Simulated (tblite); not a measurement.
C7H12N (doublet state).
Bonds: C1–C2, C2–C3, C3–C4 (double), C4–C5, C5–N6, N6–C7, C7–C8, C3–C8. Hydrogens: H9, H10, H11 on C1; H12, H13 on C2; H14 on C4; H15, H16 on C5; H17, H18 on C7; H19, H20 on C8.

The geometry is computed with GFN2-xTB (gas phase). This method treats the open shell by occupation alone, without spin polarisation.

Problem. Give the optimised bond lengths and angles.

Solution. 
```csv
bond,length (bohr)
C1–C2,2.890
C2–C3,2.832
C3=C4,2.508
C4–C5,2.840
C5–N6,2.669
N6–C7,2.654
C7–C8,2.909
C3–C8,2.839
"C1–H9, C1–H10, C1–H11",2.055
"C2–H12, C2–H13",2.065
C4–H14,2.039
C5–H15,2.092
C5–H16,2.070
"C7–H17, C7–H18",2.082
"C8–H19, C8–H20",2.065
```

Bonds in one row agree within 0.02 bohr and their mean is given. A selection of angles:
```csv
angle,degrees
C1–C2–C3,111.2
C2–C3–C4,124.6
C2–C3–C8,118.9
C4–C3–C8,116.6
C3–C4–C5,119.7
C4–C5–N6,115.0
C5–N6–C7,116.9
N6–C7–C8,116.3
C3–C8–C7,108.5
```

Dihedral angles: C1–C2–C3–C4 -113° (anticlinal); C2–C3–C4–C5 -178° (antiperiplanar); C3–C4–C5–N6 37° (synclinal); C4–C5–N6–C7 -29° (synperiplanar); C5–N6–C7–C8 -13° (synperiplanar); N6–C7–C8–C3 49° (synclinal); C2–C3–C8–C7 138° (anticlinal). The mirror-image conformer, all signs reversed, is as good.

C3 (carbon bonded to 3 C) is planar (angles 124.6°, 118.9° and 116.6°, sum 360.0°, 0.00 Å off the plane of its three neighbours). The 6-membered ring C3–C4–C5–N6–C7–C8 has internal angles of 108.5° to 119.7°; it is puckered, 0.23 Å rms from its mean plane, widest ring torsion 49°. The 6 C–C bonds span 1.327 Å (C3=C4, drawn double) to 1.539 Å (C7–C8, drawn single), a spread of 0.212 Å. C4 (carbon bonded to 2 C and H) is planar (angles 122.8°, 119.7° and 117.4°, sum 359.9°, 0.02 Å off the plane of its three neighbours). Of the pairs four or more bonds apart, C8···H9 is among the closest relative to their van der Waals radii: 2.87 Å, 99 % of the sum of Bondi's values.

Point group: C1 (no symmetry element, even within 0.4 Å). Its GFN2-xTB frequencies are all real (lowest 69 cm⁻¹).

The run took 0.53 s wall on an Intel Xeon 6975P-C with one thread, shared host with 192 logical CPUs at a one-minute load of 9.1. These figures are those of the optimisation.
